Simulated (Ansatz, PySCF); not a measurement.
Three-fold rotor about Si2–Ge3 in CH8GeSi (SMILES C[SiH2][GeH3]); single points on GFN2-xTB geometries with the dihedral held.
Staggered geometry (60°) (charge 0, multiplicity 1):
```xyz
11

C     -1.598     0.674    -0.128
Si    -0.437    -0.809     0.110
Ge     1.786    -0.087     0.001
H     -2.641     0.376    -0.084
H     -1.435     1.424     0.642
H     -1.429     1.150    -1.091
H     -0.702    -1.434     1.412
H     -0.697    -1.806    -0.935
H      2.193     0.932     1.026
H      2.820    -1.160     0.174
H      2.199     0.565    -1.287
```

Frozen-core correlation. Filled d and f shells under p-block atoms count as core. CBS(a, b) extrapolates the correlation energy as X⁻³ and adds the Hartree–Fock energy of set b. MP2 and its Hartree–Fock in def2-QZVPP are density fitted. Rows in 6-31G* carry no dispersion term and start afresh at each structure (6-31G* with six Cartesian d functions); the Pople sets are all-electron and without relativity.

Run with Ansatz (Gaussian orbitals); PySCF for 6-31G* rows. Values without a source in brackets are computed.

Energies above the staggered point (kcal/mol):

```csv
dihedral (°),PBE/def2-TZVPP,B3LYP/6-31G*,"MP2/CBS(def2-TZVPP, def2-QZVPP) + ΔCCSD(T)/def2-TZVPP"
0,0.706,0.712,0.773
20,0.532,0.537,0.580
40,0.174,0.175,0.193
60,0.000,0.000,0.000
80,0.174,0.176,0.191
100,0.529,0.533,0.578
120,0.706,0.711,0.771
```

Moments of inertia of the two ends about the bond: 58.088 and 5.537 u Å².

Q: Fit V = V₃/2 (1 − cos 3φ) + V₆/2 (1 − cos 6φ), φ counted from the staggered point, and estimate the harmonic torsional frequency.

A: 
V₃ is the energy at φ = 60°; at φ = 20° (mean of both sides) V = 0.25 V₃ + 0.75 V₆. The reduced moment I₁I₂/(I₁ + I₂) = 5.055 u Å² gives F = 16.8576/I = 3.335 cm⁻¹ (a rough rule where the frame isn't a symmetric top). Near the minimum V = kφ²/2 with k = (9V₃ + 36V₆)/2, and ω = √(2Fk), with 1 kcal/mol = 349.755 cm⁻¹.
- PBE/def2-TZVPP: V₃ = 0.71, V₆ = -0.003 kcal/mol, k = 1090 cm⁻¹/rad², ω = 85 cm⁻¹
- B3LYP/6-31G*: V₃ = 0.71, V₆ = -0.003 kcal/mol, k = 1102 cm⁻¹/rad², ω = 86 cm⁻¹
- MP2/CBS(def2-TZVPP, def2-QZVPP) + ΔCCSD(T)/def2-TZVPP: V₃ = 0.77, V₆ = -0.002 kcal/mol, k = 1207 cm⁻¹/rad², ω = 90 cm⁻¹

Ansatz is a quantum-chemistry and plane-wave program.
